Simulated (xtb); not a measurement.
xtb input:

```bash
xtb mol.xyz --gfn 2 --sp --chrg 0 --uhf 0
```
mol.xyz:
```
4

B     -0.00000000    -0.00000000     0.00000000
Br     1.65605507    -0.92445218     0.20184112
Br    -1.51005327    -0.89927593    -0.74088594
Br    -0.14600180     1.82372811     0.53904483
```

Q: Which total energy does the run end on?

A: -13.56965 Eh (GFN2-xTB).
